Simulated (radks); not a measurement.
Removal energies from the tellurium ion Te4+, [Kr] 4d10 5s2, by Delta-SCF beside the eigenvalue of the level emptied. Calculated with a radial shooting solver on a logarithmic mesh with Libxc functionals: non-relativistic Kohn-Sham, PBE, spin-polarised, spherical densities, point nucleus. Open shells are filled with parallel spins first.

[
 {"removed from": "5s", "final configuration": "[Kr] 4d10 5s1", "Delta-SCF (eV)": "56.695", "-eigenvalue (eV)": "51.342"},
 {"removed from": "4d", "final configuration": "[Kr] 4d9 5s2", "Delta-SCF (eV)": "96.236", "-eigenvalue (eV)": "86.294"},
 {"removed from": "4p", "final configuration": "[Ar] 3d10 4s2 4p5 4d10 5s2", "Delta-SCF (eV)": "165.44", "-eigenvalue (eV)": "154.63"},
 {"removed from": "4s", "final configuration": "[Ar] 3d10 4s1 4p6 4d10 5s2", "Delta-SCF (eV)": "206.10", "-eigenvalue (eV)": "194.99"}
]
